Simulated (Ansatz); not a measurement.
Reaction (ligand exchange at the Si–O bond): `N[SiH](Cl)O[SiH3]` + `OB(O)O` → `OB(O)O[SiH3]` + `N[SiH](O)Cl`

Computed with Ansatz on PBE0-D4/def2-TZVP structures; ΔE is electronic, products minus reactants. CCSD(T)/CBS is the MP2 limit (def2-TZVPP, def2-QZVPP) plus CCSD(T) − MP2 in def2-TZVPP, frozen cores. This one scheme is used for every species. DFT in def2-TZVPP. B3LYP here is the variant with VWN-RPA as its local correlation; programs differ in this. Each species was taken in one conformer, which may not be the lowest.

```
             level  ΔE (kJ/mol)  difference from CCSD(T)/CBS
            PBE-D4         13.3                         -0.7
         r2SCAN-D4         13.6                         -0.4
           PBE0-D4         14.8                          0.8
          B3LYP-D4         15.6                          1.6
           ωB97X-V         13.5                         -0.5
           ωB97M-V         13.3                         -0.7
            B2PLYP         13.2                         -0.8
               PBE         11.4                         -2.6
            r2SCAN         13.0                         -1.0
              PBE0         12.9                         -1.1
             B3LYP         12.6                         -1.4
     HF/def2-TZVPP         15.7                          1.7
    MP2/def2-TZVPP         14.1                          0.1
SCS-MP2/def2-TZVPP         14.3                          0.3
   CCSD/def2-TZVPP         14.3                          0.3
CCSD(T)/def2-TZVPP         13.9                         -0.1
     HF/def2-QZVPP         16.1                          2.1
    MP2/def2-QZVPP         14.3                          0.3
SCS-MP2/def2-QZVPP         14.5                          0.5
      HF/CBS(def2)         16.2                          2.2
     MP2/CBS(def2)         14.2                          0.2
    CCSD/CBS(def2)         14.3                          0.3
       CCSD(T)/CBS         14.0                            0
```

Largest T1 diagnostic among the species: 0.012.
